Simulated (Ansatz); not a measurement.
Start from `O[SiH](P)S` and change one atom or group to get `O[SiH]([SiH3])S`.

Ansatz, PBE0-D4/def2-TZVP geometries, multiplicity 1. Each molecule was computed in one conformer, which needn't be the lowest.

| property | `O[SiH](P)S` |
| --- | --- |
| HOMO energy (B3LYP/def2-TZVPP) / eV | -7.42 |
| HOMO energy (ωB97M-V/def2-TZVPP) / eV | -9.74 |
| LUMO energy (B3LYP/def2-TZVPP) / eV | -0.38 |
| HOMO–LUMO gap (PBE0/def2-TZVPP) / eV | 7.53 |
| HOMO–LUMO gap (PBE/def2-TZVPP) / eV | 5.46 |
| ideal-gas entropy at 298 K and 1 bar (rigid rotor, harmonic PBE0-D4/def2-TZVP) / J/(mol·K) | 352 |

(1) Give the same properties after the change, and the shifts. (Best estimate.)

Results:

(1) The calculation gave: 
| property | `O[SiH]([SiH3])S` | shift |
| --- | --- | --- |
| HOMO energy (B3LYP/def2-TZVPP) / eV | -7.36 | 0.06 |
| HOMO energy (ωB97M-V/def2-TZVPP) / eV | -9.77 | -0.03 |
| LUMO energy (B3LYP/def2-TZVPP) / eV | -0.54 | -0.16 |
| HOMO–LUMO gap (PBE0/def2-TZVPP) / eV | 7.28 | -0.25 |
| HOMO–LUMO gap (PBE/def2-TZVPP) / eV | 5.23 | -0.23 |
| ideal-gas entropy at 298 K and 1 bar (rigid rotor, harmonic PBE0-D4/def2-TZVP) / J/(mol·K) | 367 | 15 |

The zero-point energy changes by 17.3 kJ/mol with +3 modes.

B3LYP here is the variant with VWN-RPA as its local correlation; programs differ in this.
